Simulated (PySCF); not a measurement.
Level of theory: TPSSh-D3(BJ)/def2-TZVP // r2SCAN-D4/def2-SVP in PySCF 2.14.0. All species are isolated molecules in the gas phase. One relaxed conformer stands for a flexible species; it need not be the lowest. 

Reference species: [Hf(SH)4] (neutral, multiplicity 1).

| Item | Result |
|---|---|
| mean distance from the central atom to its bonded neighbours | 2.438 Å |
| charge on the central atom (Mulliken) | 1.02 e |
| coordination number | 4 |
| HOMO | -7.32 eV |

Changed species: [Hf(OH)(SH)3] (3 of 4 OH replaced by SH; the reference has 4 of 4 OH replaced by SH).

Task: What does the change do to the mean distance from the central atom to its bonded neighbours, charge on the central atom (Mulliken), coordination number and HOMO?

Result: the mean distance from the central atom to its bonded neighbours falls by 0.123 Å, to 2.315 Å; the charge on the central atom (Mulliken) increases by 0.17 e, to 1.19 e; the coordination number hardly moves; the HOMO rises by 0.46 eV, to -6.86 eV.
